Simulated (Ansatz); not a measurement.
This geometry of Cl2Zn + H2 (5 atoms, charge 0, multiplicity 1) is a first-order saddle point.

Computed with RKS PBE-D4/def2-SVP (Ansatz).

```xyz
5
Properties=species:S:1:pos:R:3
Zn -0.627 0.000 -0.125
Cl 0.211 0.000 2.190
Cl 0.388 0.000 -1.980
H -2.023 0.000 0.804
H -1.234 0.000 1.615
```

(1) Which two structures does it join? (They come from a converged band through this point; their orientation in space is the band's.)

(2) How far does it lie above each of them?

Results:

(1) Bonds broken: H4–H5. Bonds formed: Zn1–H4, Cl2–H5. Cl2Zn + H2 becomes ClH + ClHZn.

Image 0:

```xyz
5
Properties=species:S:1:pos:R:3
Zn 0.298 0.000 0.284
Cl 0.826 0.000 2.327
Cl -0.081 0.000 -1.792
H -2.254 0.000 0.467
H -2.075 0.000 1.218
```

Image 6:

```xyz
5
Properties=species:S:1:pos:R:3
Zn -0.981 0.000 -0.548
Cl 0.196 0.000 2.037
Cl 0.887 0.000 -1.569
H -2.442 0.000 -0.074
H -0.945 0.000 2.659
```

(2) 1.17 eV above the first and 0.32 eV above the second. This is the barrier of this one path; another mechanism may lie lower. The orbitals stay closed-shell, which can raise the energy where a bond breaks towards radicals; this wasn't checked here.

Time of the run: 120 s on 1 thread of Arm Neoverse V1, with other jobs on the host, peak memory 0.16 GiB.
